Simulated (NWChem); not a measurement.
System: C2H6Cl2Si; SMILES C[Si](C)(Cl)Cl

Here is an NWChem input.

```
start job
memory heap 200 mb stack 900 mb global 1100 mb
geometry units angstroms noautosym nocenter noautoz
  C     -0.000924     1.570983    -1.362810
  Si     0.000000     0.000000    -0.348810
  C      0.000924    -1.570983    -1.362810
  Cl     1.688800     0.000899     0.879381
  Cl    -1.688800    -0.000899     0.879381
  H     -0.901532     1.610775    -2.008615
  H     -0.002698     2.460343    -0.702645
  H      0.900764     1.613034    -2.006950
  H      0.002698    -2.460343    -0.702645
  H     -0.900764    -1.613034    -2.006950
  H      0.901532    -1.610775    -2.008615
end
basis spherical
  C library def2-svp
  Si library def2-svp
  Cl library def2-svp
  H library def2-svp
end
dft
  xc xpbe96 cpbe96
  iterations 150
end
task dft gradient
```

Output (shortened):

```
             Northwest Computational Chemistry Package (NWChem) 7.3.0
             --------------------------------------------------------

                             Geometry "geometry" -> ""
                             -------------------------

 Output coordinates in angstroms (scale by  1.889725989 to convert to a.u.)

  No.       Tag          Charge          X              Y              Z
 ---- ---------------- ---------- -------------- -------------- --------------
    1 C                    6.0000    -0.00092400     1.57098300    -1.36281000
    2 Si                  14.0000     0.00000000     0.00000000    -0.34881000
    3 C                    6.0000     0.00092400    -1.57098300    -1.36281000
    4 Cl                  17.0000     1.68880000     0.00089900     0.87938100
    5 Cl                  17.0000    -1.68880000    -0.00089900     0.87938100
    6 H                    1.0000    -0.90153200     1.61077500    -2.00861500
    7 H                    1.0000    -0.00269800     2.46034300    -0.70264500
    8 H                    1.0000     0.90076400     1.61303400    -2.00695000
    9 H                    1.0000     0.00269800    -2.46034300    -0.70264500
   10 H                    1.0000    -0.90076400    -1.61303400    -2.00695000
   11 H                    1.0000     0.90153200    -1.61077500    -2.00861500

 Effective nuclear repulsion energy (a.u.)     359.8170349999

  pbe96 is a nonlocal functional; adding pw91lda local functional.

                                 NWChem DFT Module
                                 -----------------

 Summary of "ao basis" -> "ao basis" (spherical)
 ------------------------------------------------------------------------------
       Tag                 Description            Shells   Functions and Types
 ---------------- ------------------------------  ------  ---------------------
 C                          def2-svp                 6       14   3s2p1d
 Si                         def2-svp                 8       18   4s3p1d
 Cl                         def2-svp                 8       18   4s3p1d
 H                          def2-svp                 3        5   2s1p

            General Information
            -------------------
          SCF calculation type: DFT
          Wavefunction type:  closed shell.
          No. of atoms     :    11
          No. of electrons :    66
           Alpha electrons :    33
            Beta electrons :    33
          Charge           :     0
          Spin multiplicity:     1
          Use of symmetry is: off; symmetry adaption is: off
          Maximum number of iterations: 150
          AO basis - number of functions:   112
                     number of shells:    54
          Convergence on energy requested:  1.00D-06
          Convergence on density requested:  1.00D-05
          Convergence on gradient requested:  5.00D-04

              XC Information
              --------------
          PerdewBurkeErnzerhof Exchange Functional  1.000
            Perdew 1991 LDA Correlation Functional  1.000 local
           PerdewBurkeErnz. Correlation Functional  1.000 non-local

             Grid Information
             ----------------
          Grid used for XC integration:  medium
          Radial quadrature: Mura-Knowles
          Angular quadrature: Lebedev.
          Tag              B.-S. Rad. Rad. Pts. Rad. Cut. Ang. Pts.
          ---              ---------- --------- --------- ---------
          C                   0.70       49          11.0       434
          Si                  1.10       88           8.0       590
          Cl                  1.00       88          11.0       590
          H                   0.35       45          12.0       434
          Grid pruning is: on
          Number of quadrature shells:   632
          Spatial weights used:  Erf1

      Superposition of Atomic Density Guess
      -------------------------------------

 Sum of atomic energies:       -1285.63087784

      Non-variational initial energy
      ------------------------------

 Total energy =   -1287.727023
 1-e energy   =   -2491.114754
 2-e energy   =     843.570696
 HOMO         =      -0.357588
 LUMO         =       0.081964

   convergence    iter        energy       DeltaE   RMS-Dens  Diis-err
 ---------------- ----- ----------------- --------- --------- ---------
 d= 0,ls=0.0,diis     1  -1288.7000276788 -1.65D+03  1.27D-02  6.43D-01
 d= 0,ls=0.0,diis     2  -1288.6702619876  2.98D-02  9.52D-03  6.25D-01
 d= 0,ls=0.0,diis     3  -1288.7500346405 -7.98D-02  2.82D-03  9.41D-02
 d= 0,ls=0.0,diis     4  -1288.7634975008 -1.35D-02  5.03D-04  4.57D-03
 d= 0,ls=0.0,diis     5  -1288.7640630901 -5.66D-04  1.30D-04  2.28D-04
  Resetting Diis
 d= 0,ls=0.0,diis     6  -1288.7640963887 -3.33D-05  1.89D-05  5.44D-06
 d= 0,ls=0.0,diis     7  -1288.7640971821 -7.93D-07  8.42D-06  1.90D-07

         Total DFT energy =    -1288.764097182059
      One electron energy =    -2494.986368024470
           Coulomb energy =      936.273304632611
    Exchange-Corr. energy =      -89.868068790060
 Nuclear repulsion energy =      359.817034999860

 Numeric. integr. density =       65.999991361233

                       DFT Final Molecular Orbital Analysis
                       ------------------------------------

 Vector   31  Occ=2.000000D+00  E=-2.762483D-01
              MO Center=  2.7D-07,  1.2D-07,  7.8D-01, r^2= 4.1D+00
   Bfn.  Coefficient  Atom+Function         Bfn.  Coefficient  Atom+Function
  ----- ------------  ---------------      ----- ------------  ---------------
    58      0.458529   4 Cl py               76     -0.458529   5 Cl py
    55      0.334567   4 Cl py               73     -0.334567   5 Cl py
    52      0.195904   4 Cl py               70     -0.195904   5 Cl py
     4     -0.053303   1 C  px               36      0.053303   3 C  px
    28      0.051948   2 Si d -2             83      0.050695   6 H  s

 Vector   32  Occ=2.000000D+00  E=-2.677669D-01
              MO Center= -1.8D-06, -1.2D-07,  8.0D-01, r^2= 4.1D+00
   Bfn.  Coefficient  Atom+Function         Bfn.  Coefficient  Atom+Function
  ----- ------------  ---------------      ----- ------------  ---------------
    57      0.340943   4 Cl px               75      0.340943   5 Cl px
    59     -0.307907   4 Cl pz               77      0.307908   5 Cl pz
    54      0.252453   4 Cl px               72      0.252453   5 Cl px
    56     -0.236178   4 Cl pz               74      0.236178   5 Cl pz
    51      0.146509   4 Cl px               69      0.146509   5 Cl px

 Vector   33  Occ=2.000000D+00  E=-2.610185D-01
              MO Center= -3.4D-07, -1.7D-07,  1.1D-02, r^2= 4.7D+00
   Bfn.  Coefficient  Atom+Function         Bfn.  Coefficient  Atom+Function
  ----- ------------  ---------------      ----- ------------  ---------------
    58      0.355786   4 Cl py               76      0.355786   5 Cl py
    55      0.266668   4 Cl py               73      0.266668   5 Cl py
     3     -0.203603   1 C  s                35      0.203603   3 C  s
     5      0.196643   1 C  py               37      0.196643   3 C  py
    23     -0.164133   2 Si py               52      0.154901   4 Cl py

 Vector   34  Occ=0.000000D+00  E= 4.509019D-03
              MO Center= -6.6D-08,  6.5D-09,  1.9D-01, r^2= 3.7D+00
   Bfn.  Coefficient  Atom+Function         Bfn.  Coefficient  Atom+Function
  ----- ------------  ---------------      ----- ------------  ---------------
    27      0.759755   2 Si pz               17      0.747260   2 Si s
    57      0.471705   4 Cl px               75     -0.471705   5 Cl px
    24      0.363102   2 Si pz               16      0.304286   2 Si s
    50     -0.300832   4 Cl s                68     -0.300832   5 Cl s
    18      0.237189   2 Si s                54      0.211556   4 Cl px

 Vector   35  Occ=0.000000D+00  E= 1.854868D-02
              MO Center=  5.5D-08,  2.8D-08, -6.2D-01, r^2= 3.9D+00
   Bfn.  Coefficient  Atom+Function         Bfn.  Coefficient  Atom+Function
  ----- ------------  ---------------      ----- ------------  ---------------
    25      1.095156   2 Si px               22      0.422539   2 Si px
    50     -0.406698   4 Cl s                68      0.406698   5 Cl s
    59      0.363774   4 Cl pz               77     -0.363774   5 Cl pz
    84      0.315401   6 H  s                94     -0.316234   8 H  s
   104      0.316234  10 H  s               109     -0.315401  11 H  s

 Vector   36  Occ=0.000000D+00  E= 2.344106D-02
              MO Center= -4.8D-09,  1.2D-07, -1.5D+00, r^2= 7.1D+00
   Bfn.  Coefficient  Atom+Function         Bfn.  Coefficient  Atom+Function
  ----- ------------  ---------------      ----- ------------  ---------------
     3      1.804818   1 C  s                35      1.804818   3 C  s
    18     -1.079828   2 Si s                89     -0.668606   7 H  s
    99     -0.668606   9 H  s                84     -0.641773   6 H  s
    94     -0.641792   8 H  s               104     -0.641792  10 H  s
   109     -0.641773  11 H  s                27      0.451839   2 Si pz

     Multipole analysis of the density
     ---------------------------------

     L   x y z        total         alpha         beta         nuclear
     -   - - -        -----         -----         ----         -------
     0   0 0 0     -0.000000    -33.000000    -33.000000     66.000000

     1   1 0 0      0.000000      0.000000      0.000000      0.000000
     1   0 1 0      0.000000      0.000000      0.000000      0.000000
     1   0 0 1     -0.940046      0.261798      0.261798     -1.463642

     2   2 0 0    -40.352990   -199.118673   -199.118673    357.884356
     2   1 1 0     -0.002119     -0.041270     -0.041270      0.080421
     2   1 0 1     -0.000000     -0.000000     -0.000000      0.000000
     2   0 2 0    -36.766390   -111.436924   -111.436924    186.107457
     2   0 1 1      0.000000      0.000000      0.000000      0.000000
     2   0 0 2    -37.504092   -139.088214   -139.088214    240.672337

            General Information
            -------------------
          SCF calculation type: DFT
          Wavefunction type:  closed shell.
          No. of atoms     :    11
          No. of electrons :    66
           Alpha electrons :    33
            Beta electrons :    33
          Charge           :     0
          Spin multiplicity:     1
          Use of symmetry is: off; symmetry adaption is: off
          Maximum number of iterations: 150
          AO basis - number of functions:   112
                     number of shells:    54
          Convergence on energy requested:  1.00D-06
          Convergence on density requested:  1.00D-05
          Convergence on gradient requested:  5.00D-04

              XC Information
              --------------
          PerdewBurkeErnzerhof Exchange Functional  1.000
            Perdew 1991 LDA Correlation Functional  1.000 local
           PerdewBurkeErnz. Correlation Functional  1.000 non-local

             Grid Information
             ----------------
          Grid used for XC integration:  medium
          Radial quadrature: Mura-Knowles
          Angular quadrature: Lebedev.
          Tag              B.-S. Rad. Rad. Pts. Rad. Cut. Ang. Pts.
          ---              ---------- --------- --------- ---------
          C                   0.70       49          11.0       434
          Si                  1.10       88           8.0       590
          Cl                  1.00       88          11.0       590
          H                   0.35       45          12.0       434
          Grid pruning is: on
          Number of quadrature shells:   632
          Spatial weights used:  Erf1

          Convergence Information
          -----------------------
          Convergence aids based upon iterative change in
          total energy or number of iterations.
          Levelshifting, if invoked, occurs when the
          HOMO/LUMO gap drops below (HL_TOL):  1.00D-02
          DIIS, if invoked, will attempt to extrapolate
          using up to (NFOCK): 10 stored Fock matrices.

                    Damping( 0%)  Levelshifting(0.5)       DIIS
                  --------------- ------------------- ---------------
          dE  on:    start            ASAP                start
          dE off:    2 iters        150 iters           150 iters

                            NWChem DFT Gradient Module
                            --------------------------

  charge          =   0.00
  wavefunction    = closed shell

                         DFT ENERGY GRADIENTS

    atom               coordinates                        gradient
                 x          y          z           x          y          z
   1 C      -0.001746   2.968727  -2.575337    0.000006  -0.000294   0.000242
   2 Si      0.000000   0.000000  -0.659155    0.000000  -0.000000  -0.000056
   3 C       0.001746  -2.968727  -2.575337   -0.000006   0.000294   0.000242
   4 Cl      3.191369   0.001699   1.661789   -0.000543  -0.000003  -0.000446
   5 Cl     -3.191369  -0.001699   1.661789    0.000543   0.000003  -0.000446
   6 H      -1.703648   3.043923  -3.795732    0.000015  -0.000162   0.000072
   7 H      -0.005098   4.649374  -1.327807   -0.000005  -0.000148   0.000087
   8 H       1.702197   3.048192  -3.792586   -0.000015  -0.000160   0.000073
   9 H       0.005098  -4.649374  -1.327807    0.000005   0.000148   0.000087
  10 H      -1.702197  -3.048192  -3.792586    0.000015   0.000160   0.000073
  11 H       1.703648  -3.043923  -3.795732   -0.000015   0.000162   0.000072
```

Level: PBE/def2-SVP. Structure relaxed at the PBE-D3(BJ)/def2-SVP level.
